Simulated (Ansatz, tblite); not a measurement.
Potential energy curve for SMILES C[C](C)([GeH3])C, singlet. The C2–C14 bond (C2 also carries C, C, Ge; C14 carries H, H, H) is varied alone, starting from the PBE0/def2-SVP optimised geometry.

- GFN2-xTB, 300 K electronic temperature (tblite)
- RKS-PBE = restricted PBE/def2-SVP (Ansatz, a program for electronic structure)
- RKS-B3LYP = restricted B3LYP/def2-SVP (Ansatz)
- UKS-PBE0 = unrestricted PBE0/def2-SVP in Ansatz

Energies relative to the lowest point of each curve near equilibrium, in kcal/mol:

```json
[
 {"R / Å": "1.25", "GFN2-xTB": "40.5", "RKS-PBE": "43.9", "RKS-B3LYP": "44.0"},
 {"R / Å": "1.34", "GFN2-xTB": "15.1", "RKS-PBE": "17.4", "RKS-B3LYP": "17.4"},
 {"R / Å": "1.42", "GFN2-xTB": "4.0", "RKS-PBE": "5.4", "RKS-B3LYP": "5.3"},
 {"R / Å": "1.53", "GFN2-xTB": "0.0", "RKS-PBE": "0.0", "RKS-B3LYP": "0.0"},
 {"R / Å": "1.57", "GFN2-xTB": "0.8", "RKS-PBE": "0.2", "RKS-B3LYP": "0.2"},
 {"R / Å": "1.75", "GFN2-xTB": "12.7", "RKS-PBE": "9.2", "RKS-B3LYP": "9.5"},
 {"R / Å": "1.83", "GFN2-xTB": "20.6", "RKS-PBE": "15.5", "RKS-B3LYP": "16.0"},
 {"R / Å": "2.04", "GFN2-xTB": "43.3", "RKS-PBE": "34.1", "RKS-B3LYP": "35.1"},
 {"R / Å": "2.22", "GFN2-xTB": "62.3", "RKS-PBE": "49.8", "RKS-B3LYP": "51.4"},
 {"R / Å": "2.51", "GFN2-xTB": "87.6", "RKS-PBE": "71.8", "RKS-B3LYP": "74.5"},
 {"R / Å": "2.84", "GFN2-xTB": "107.5", "RKS-PBE": "90.9", "RKS-B3LYP": "94.9"},
 {"R / Å": "4.47", "GFN2-xTB": "130.8", "RKS-PBE": "128.5", "RKS-B3LYP": "138.9"}
]
```

Question: Estimate the UKS-PBE0 values at these points.

Answer: 1.25: 42.9; 1.34: 16.5; 1.42: 4.7; 1.53: 0.0; 1.57: 0.5; 1.75: 11.0; 1.83: 18.1; 2.04: 38.8; 2.22: 56.3; 2.51: 81.1; 2.84: 96.5; 4.47: 106.5 (kcal/mol).

The restricted form behind RKS-PBE, RKS-B3LYP keeps the bonding electrons paired and can't separate into open-shell fragments. The unrestricted determinant behind UKS-PBE0 is spin-contaminated at 2.51 to 4.47 Å (<S²> up to 1.0, against 0.00 for a pure singlet).
